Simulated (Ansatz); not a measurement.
The Ansatz (a program for electronic structure) input:
Ansatz 0.2 input:
```yaml
crystal:
  periodic: [false, false, false]
  atoms:
    - {symbol: F, position_ang: [-1.18556377, -0.38157431, -0.34101821]}
    - {symbol: S, position_ang: [-0.00424330, 0.32563997, 0.40895379]}
    - {symbol: F, position_ang: [1.19449632, -0.35897911, -0.33431476]}
    - {symbol: H, position_ang: [-0.01250023, 1.45474129, -0.46526390]}
basis:
  gaussian:
    orbitals: def2-SV_P_.json
total_charge: 1
magnetization: {spin_polarized: false}
correlation: {method: ccsd_t, electrons: outside_noble_gas}
```
The basis file holds def2-SV(P) in the JSON format of the Basis Set Exchange.

### Question
What does this run give for the total energy, coupled-cluster correlation energy (without the perturbative part), MP2 correlation energy, number of basis functions?

### Answer

```yaml
total_energy: -596.805135 Ha
coupled-cluster correlation energy (without the perturbative part): -0.5231 Eh
MP2 correlation energy: -0.5050 Eh
number_of_basis_functions: 48
```
